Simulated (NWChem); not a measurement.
System: C3H6O; SMILES C1COC1

```xyz
10

C      0.0000     0.0000     1.0670
C      0.0000     1.0253    -0.0739
O      0.0000     0.0000    -1.0629
C      0.0000    -1.0253    -0.0739
H      0.8945     0.0000     1.7047
H     -0.8945     0.0000     1.7047
H     -0.8952     1.6702    -0.1376
H      0.8952     1.6702    -0.1376
H      0.8952    -1.6702    -0.1376
H     -0.8952    -1.6702    -0.1376
```
Atoms are numbered in this order, from 1.

Program: NWChem. All runs use the structure optimised with PBE0/def2-SVP. Level: PBE0/def2-SVP with SMD (1 M gas to 1 M solution), gas-phase geometry.

Q: What does the run give for solvent toluene? Quantities: solvation free energy (kcal/mol); cavity-dispersion-structure term (kcal/mol); dipole in solution (D).

A: solvation free energy (kcal/mol): -3.2
cavity-dispersion-structure term (kcal/mol): -1.8
dipole in solution (D): 2.12
